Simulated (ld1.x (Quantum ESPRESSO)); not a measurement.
LDA (PZ) TM dataset for B (Z = 5), scalar-relativistic all-electron reference.

Input for ld1.x (Quantum ESPRESSO) 7.5:

```
&input
   title='B', zed=5., rel=1, dft='PZ', iswitch=3,
   config='[He] 2s2 2p1 3d-2',
   nld=3, rlderiv=2.85, eminld=-3.0, emaxld=5.0, deld=0.02
 /
 &inputp
   pseudotype=2, tm=.true., lloc=0,
   nlcc=.false.,
   file_pseudopw='B.UPF', file_wfcaegen='ae.wfc', file_wfcncgen='nc.wfc', file_beta='beta', file_chi='chi'
 /
3
2P  2  1   1.00   0.00  2.60  2.60  0.0
3D  3  2  -2.00   0.35  2.55  2.55  0.0
2S  1  0   2.00   0.00  1.65  1.65  0.0
 &test
   configts(1)='2s2 2p1'
 /
```

Command:

```bash
ld1.x < B.in > B.out
```

Output (shortened: banner, matrices, multipoles, cross overlaps and the repeated all-electron block are left out):

```
Program LD1 v.7.5
     --------------------------- All-electron run ----------------------------

     B
     scalar relativistic calculation

     atomic number is  5.00
     dft =PZ   lsd =0 sic =0 latt =0  beta=0.20 tr2=1.0E-14
     Exchange-correlation= PZ
                           (   1   1   0   0   0   0   0)
     mesh =1059 r(mesh) = 101.04461 a.u. xmin = -7.00 dx = 0.01250
     1 Ry =  13.60569312 eV, c = 137.03599908

     n l     nl                  e(Ry)          e(Ha)          e(eV)
     1 0     1S 1( 2.00)       -13.1316        -6.5658      -178.6638
     2 0     2S 1( 2.00)        -0.6901        -0.3451        -9.3898
     2 1     2P 1( 1.00)        -0.2734        -0.1367        -3.7204

     final scf error:  2.8E-15 reached in  32 iterations

     Etot =     -48.701118 Ry,     -24.350559 Ha,    -662.612468 eV

     Ekin =      48.362292 Ry,      24.181146 Ha,     658.002502 eV
     Encl =    -113.027233 Ry,     -56.513616 Ha,   -1537.813844 eV
     Eh   =      23.011419 Ry,      11.505709 Ha,     313.086301 eV
     Exc  =      -7.047596 Ry,      -3.523798 Ha,     -95.887428 eV

     normalization and overlap integrals

     s(1S/1S) =  1.000000  <r> =   0.3322  <r2> =    0.1500  r(max) =   0.2129
     s(2S/2S) =  1.000000  <r> =   1.9653  <r2> =    4.6702  r(max) =   1.5152
     s(2P/2P) =  1.000000  <r> =   2.2891  <r2> =    6.8012  r(max) =   1.5536

     ------------------------ End of All-electron run ------------------------

     --------------------- Generating NC pseudopotential ---------------------

      Generating local pot.: lloc=0, matching radius rcloc =   1.6500

      Wfc   2P  rcut= 2.626  Using Troullier-Martins method

      Wfc   3D  rcut= 2.561  Using Troullier-Martins method

     ------------------- End of pseudopotential generation -------------------

     Computing logarithmic derivative in   2.84861
     Computing logarithmic derivative in   2.84861
     Computing the partial wave expansion
       no projector for channel:   0
     R is outside the sphere for l=    1 j= 0.00
     R is outside the sphere for l=    2 j= 0.00

     ---------------------- Testing the pseudopotential ----------------------

     B
     scalar relativistic calculation

     atomic number is  5.00   valence charge is  3.00
     dft =PZ   lsd =0 sic =0 latt =0  beta=0.20 tr2=1.0E-14
     mesh =1059 r(mesh) = 101.04461 xmin = -7.00 dx = 0.01250

     n l     nl             e AE (Ry)        e PS (Ry)    De AE-PS (Ry)
     1 0     2S   1( 2.00)       -0.69014       -0.69014        0.00000
     2 1     2P   1( 1.00)       -0.27344       -0.27344        0.00000

     eps = 6.5E-15  iter =  7

     Etot =     -48.701118 Ry,     -24.350559 Ha,    -662.612468 eV
     Etotps =    -5.147688 Ry,      -2.573844 Ha,     -70.037867 eV

     Ekin =       2.378781 Ry,       1.189391 Ha,      32.364966 eV
     Encl =      -9.449983 Ry,      -4.724992 Ha,    -128.573572 eV
     Ehrt =       3.965336 Ry,       1.982668 Ha,      53.951149 eV
     Ecxc =      -1.553391 Ry,      -0.776695 Ha,     -21.134960 eV
     Epseu=      -0.488432 Ry,      -0.244216 Ha,      -6.645450 eV

     ---------------------- End of pseudopotential test ----------------------
```

Generation and configuration tests took about 0.71 s on one core of a shared server CPU.

Transferability test of the new file with ld1.x, input:

```
&input
   title='B', zed=5., rel=1, dft='PZ', iswitch=2,
   config='[He] 2s2 2p1 3d-2'
 /
 &test
   file_pseudo='B.UPF', nconf=10,
   configts(1)='2s2 2p1',
   configts(2)='2s2 2p0',
   configts(3)='2s1 2p0',
   configts(4)='2s2 2p0.5',
   configts(5)='2s1 2p2',
   configts(6)='2s0 2p3',
   configts(7)='2s1 2p1',
   configts(8)='2s2 2p1.3',
   configts(9)='2s2 2p1', lsdts(9)=1,
   configts(10)='2s1 2p0', lsdts(10)=1
 /
```

```bash
ld1.x < B.test.in > B.test.out
```

Pseudopotential blocks of its output, shortened (energy terms left out):

```
     ---------------------- Testing the pseudopotential ----------------------

     n l     nl             e AE (Ry)        e PS (Ry)    De AE-PS (Ry)
     1 0     2S   1( 2.00)       -0.69014       -0.69014        0.00000
     2 1     2P   1( 1.00)       -0.27344       -0.27344        0.00000

     eps = 7.3E-15  iter =  8

     Etot =     -48.701118 Ry,     -24.350559 Ha,    -662.612468 eV
     Etotps =    -5.147688 Ry,      -2.573844 Ha,     -70.037867 eV

     ---------------------- End of pseudopotential test ----------------------

          ---------------------- Testing the pseudopotential ----------------------

     n l     nl             e AE (Ry)        e PS (Ry)    De AE-PS (Ry)
     1 0     2S   1( 2.00)       -1.42714       -1.41994       -0.00720  !
     2 1     2P   1( 0.00)       -0.98934       -0.97636       -0.01299  !

     eps = 3.4E-15  iter =  7

     Etot =     -48.089125 Ry,     -24.044563 Ha,    -654.285884 eV
     Etotps =    -4.539916 Ry,      -2.269958 Ha,     -61.768699 eV
     dEtot_ae =       0.611993 Ry
     dEtot_ps =       0.607773 Ry,   Delta E=       0.004220 Ry

     ---------------------- End of pseudopotential test ----------------------

          ---------------------- Testing the pseudopotential ----------------------

     n l     nl             e AE (Ry)        e PS (Ry)    De AE-PS (Ry)
     1 0     2S   1( 1.00)       -2.30349       -2.28461       -0.01888  !
     2 1     2P   1( 0.00)       -1.87553       -1.83269       -0.04284  !

     eps = 7.2E-15  iter =  7

     Etot =     -46.229265 Ry,     -23.114633 Ha,    -628.981198 eV
     Etotps =    -2.692109 Ry,      -1.346054 Ha,     -36.628005 eV
     dEtot_ae =       2.471853 Ry
     dEtot_ps =       2.455580 Ry,   Delta E=       0.016273 Ry

     ---------------------- End of pseudopotential test ----------------------

          ---------------------- Testing the pseudopotential ----------------------

     n l     nl             e AE (Ry)        e PS (Ry)    De AE-PS (Ry)
     1 0     2S   1( 2.00)       -1.03331       -1.03188       -0.00143
     2 1     2P   1( 0.50)       -0.60236       -0.59925       -0.00311

     eps = 3.7E-18  iter =  7

     Etot =     -48.484819 Ry,     -24.242409 Ha,    -659.669567 eV
     Etotps =    -4.931966 Ry,      -2.465983 Ha,     -67.102810 eV
     dEtot_ae =       0.216299 Ry
     dEtot_ps =       0.215723 Ry,   Delta E=       0.000577 Ry

     ---------------------- End of pseudopotential test ----------------------

          ---------------------- Testing the pseudopotential ----------------------

     n l     nl             e AE (Ry)        e PS (Ry)    De AE-PS (Ry)
     1 0     2S   1( 1.00)       -0.72416       -0.72612        0.00196
     2 1     2P   1( 2.00)       -0.30511       -0.30675        0.00164

     eps = 1.6E-16  iter = 10

     Etot =     -48.283209 Ry,     -24.141604 Ha,    -656.926520 eV
     Etotps =    -4.729590 Ry,      -2.364795 Ha,     -64.349354 eV
     dEtot_ae =       0.417910 Ry
     dEtot_ps =       0.418098 Ry,   Delta E=      -0.000188 Ry

     ---------------------- End of pseudopotential test ----------------------

          ---------------------- Testing the pseudopotential ----------------------

     n l     nl             e AE (Ry)        e PS (Ry)    De AE-PS (Ry)
     1 0     2S   1( 0.00)       -0.75290       -0.75621        0.00331
     2 1     2P   1( 3.00)       -0.33189       -0.33491        0.00302

     eps = 8.4E-15  iter = 13

     Etot =     -47.863152 Ry,     -23.931576 Ha,    -651.211364 eV
     Etotps =    -4.309190 Ry,      -2.154595 Ha,     -58.629522 eV
     dEtot_ae =       0.837966 Ry
     dEtot_ps =       0.838498 Ry,   Delta E=      -0.000532 Ry

     ---------------------- End of pseudopotential test ----------------------

          ---------------------- Testing the pseudopotential ----------------------

     n l     nl             e AE (Ry)        e PS (Ry)    De AE-PS (Ry)
     1 0     2S   1( 1.00)       -1.43301       -1.43585        0.00285
     2 1     2P   1( 1.00)       -0.99517       -0.99285       -0.00233

     eps = 4.5E-17  iter =  7

     Etot =     -47.651322 Ry,     -23.825661 Ha,    -648.329265 eV
     Etotps =    -4.096614 Ry,      -2.048307 Ha,     -55.737279 eV
     dEtot_ae =       1.049796 Ry
     dEtot_ps =       1.051074 Ry,   Delta E=      -0.001278 Ry

     ---------------------- End of pseudopotential test ----------------------

          ---------------------- Testing the pseudopotential ----------------------

     n l     nl             e AE (Ry)        e PS (Ry)    De AE-PS (Ry)
     1 0     2S   1( 2.00)       -0.51533       -0.51521       -0.00012
     2 1     2P   1( 1.30)       -0.10988       -0.11009        0.00021

     eps = 2.5E-15  iter =  8

     Etot =     -48.757886 Ry,     -24.378943 Ha,    -663.384841 eV
     Etotps =    -5.204509 Ry,      -2.602255 Ha,     -70.810955 eV
     dEtot_ae =      -0.056768 Ry
     dEtot_ps =      -0.056821 Ry,   Delta E=       0.000053 Ry

     ---------------------- End of pseudopotential test ----------------------

          ---------------------- Testing the pseudopotential ----------------------

     n l     nl             e AE (Ry)        e PS (Ry)    De AE-PS (Ry)
     1 0     2S   1( 1.00)       -0.71900       -0.72150        0.00250
     2 1     2P   1( 1.00)       -0.29951       -0.30148        0.00197
     1 0     2S   2( 1.00)       -0.64200       -0.63717       -0.00483
     2 1     2P   2( 0.00)       -0.23024       -0.22655       -0.00370

     eps = 1.2E-15  iter =  9

     Etot =     -48.718390 Ry,     -24.359195 Ha,    -662.847470 eV
     Etotps =    -5.166380 Ry,      -2.583190 Ha,     -70.292182 eV
     dEtot_ae =      -0.017272 Ry
     dEtot_ps =      -0.018692 Ry,   Delta E=       0.001420 Ry

     ---------------------- End of pseudopotential test ----------------------

          ---------------------- Testing the pseudopotential ----------------------

     n l     nl             e AE (Ry)        e PS (Ry)    De AE-PS (Ry)
     1 0     2S   1( 1.00)       -2.37896       -2.36591       -0.01305  !
     2 1     2P   1( 0.00)       -1.94657       -1.91405       -0.03252  !
     1 0     2S   2( 0.00)       -2.09168       -1.98564       -0.10604  !
     2 1     2P   2( 0.00)       -1.68047       -1.53690       -0.14357  !

     eps = 2.0E-15  iter =  8

     Etot =     -46.282797 Ry,     -23.141398 Ha,    -629.709529 eV
     Etotps =    -2.752247 Ry,      -1.376123 Ha,     -37.446226 eV
     dEtot_ae =       2.418321 Ry
     dEtot_ps =       2.395441 Ry,   Delta E=       0.022880 Ry

     ---------------------- End of pseudopotential test ----------------------
```
